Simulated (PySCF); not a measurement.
# How methods differ on the excitation energy of Se

Se [Ar] 3d10 4s2 4p4 (3P) → Se [Ar] 3d10 4s1 4p4 5s1 (5P), as a difference of total energies. Calculation: PySCF 2.14, in aug-cc-pVTZ-PP with ECP10MDF; scalar relativity through the core potential. Correlated levels: valence: 3s2 3p6 3d10 frozen. The calculations carry no spin-orbit coupling.

```
           method  excitation energy (eV)
              UHF                  16.115
    MP2 (valence)                  16.353
SCS-MP2 (valence)                  16.507
   CCSD (valence)                  16.040
CCSD(T) (valence)                  15.699
```

Q: How much does correlation contribute at CCSD(T) (valence)?

A: 15.699 − (16.115) = -0.416 eV, measured against UHF.

The upper state lies above the first ionisation limit, where it may autoionise and the basis confines it. A Rydberg-like electron needs more diffuse functions than a valence basis has.

The promoted electron is Rydberg-like, and one or two diffuse shells describe it only roughly, which tends to raise the upper state.

The coupled-cluster amplitudes are large for the upper state (T1 above 0.03 or a double amplitude above 0.15), so a single reference is strained.
